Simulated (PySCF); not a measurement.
Species: C4H2F6O3.
SMILES with atom numbers: `[F:1][C:2]1([F:3])[O:4][CH2:5][O:6][C@@:7]([F:8])([C:9]([F:10])([F:11])[F:12])[O:13]1`

Structure used (PBE0-D3(BJ)/def2-SVP), in Å, numbered top down from 1:
```xyz
15
C4H2F6O3 angstrom
F     -2.1098   -0.9680   -0.9106
C     -1.3671   -1.0738    0.2039
F     -1.6548   -2.2132    0.7887
O     -1.6563   -0.0627    1.0623
C     -1.1475    1.1699    0.6314
O      0.2414    1.0728    0.4694
C      0.5912    0.0894   -0.4040
F      0.3077    0.4723   -1.6737
C      2.1118   -0.1414   -0.2992
F      2.4882   -1.0527   -1.1809
F      2.7503    0.9910   -0.5502
F      2.4290   -0.5554    0.9164
O     -0.0324   -1.1164   -0.1489
H     -1.3375    1.8994    1.4244
H     -1.6250    1.4752   -0.3157
```

Probes without a nucleus sit at each ring's centroid and 1 Å off its mean plane on both sides; NICS is minus the shielding there, NICSzz its component along the normal. Level: GIAO PBE0/pcSseg-1 (PySCF, non-relativistic, gas phase) on the PBE0-D3(BJ)/def2-SVP geometry, one conformer.

Ring bond lengths (Å), with Mayer bond orders in brackets: C2–O4 1.358 (1.04), O4–C5 1.401 (0.92), C5–O6 1.402 (0.92), O6–C7 1.361 (1.03), C7–O13 1.381 (0.96), O13–C2 1.381 (0.97).

Task: What do the NICS probes read (ppm)?

Result: 
```csv
ring,type,NICS(0),"NICS(1), two faces","NICS(1)zz, two faces",rms pucker (Å),"centre to ring atoms, mean (Å)"
C2–O4–C5–O6–C7–O13,6-membered ring with 3 O; formal bonds all single,-3.7,-1.7 / -1.4,1.6 / 2.4,0.19,1.34
```

Task: What can be read from them?

Result: 
- C2–O4–C5–O6–C7–O13: mean NICS(1)zz 2.0 ppm, near zero. C2, C5, C7 have four or more neighbours, and the NICS criterion for π rings isn't applied. A hydrogen on C5, outside the ring, lies only 1.39 Å from a NICS(1) probe, which then mostly feels that atom.

Task: List the ring angles and the Hirshfeld charges of the ring atoms.

Result: 
- C2–O4–C5–O6–C7–O13: C2 113.0° (+0.297 e), O4 112.5° (-0.147 e), C5 109.5° (+0.082 e), O6 112.3° (-0.139 e), C7 113.3° (+0.195 e), O13 117.2° (-0.156 e); sum 677.8° against 720° for a flat convex ring.

Task: What are the shieldings of the ring atoms and their hydrogens in the same run (means over atoms taken as equivalent)?

Result: 
```json
{"atoms": "C2", "environment": "CF2 carbon", "σ isotropic (ppm)": "61.9"}
{"atoms": "O4", "environment": "cyclic ether oxygen", "σ isotropic (ppm)": "206.4"}
{"atoms": "C5", "environment": "sp3 carbon bearing two oxygens", "σ isotropic (ppm)": "99.3"}
{"atoms": "O6", "environment": "cyclic ether oxygen", "σ isotropic (ppm)": "224.1"}
{"atoms": "C7", "environment": "sp3 carbon bearing two oxygens", "σ isotropic (ppm)": "71.7"}
{"atoms": "O13", "environment": "cyclic ether oxygen", "σ isotropic (ppm)": "171.8"}
{"atoms": "H14", "environment": "methylene hydrogen", "σ isotropic (ppm)": "26.09"}
{"atoms": "H15", "environment": "methylene hydrogen", "σ isotropic (ppm)": "25.69"}
```

Task: How do the values depend on the level or the medium?

Result: 
```
                level  NICS(0), C2–O4–C5–O6–C7–O13  mean NICS(1)zz, C2–O4–C5–O6–C7–O13
   PBE0/pcSseg-1, gas                         -3.7                                 2.0
wB97X-D/pcSseg-2, gas                         -2.9                                 2.5
```

The geometry is the same throughout.
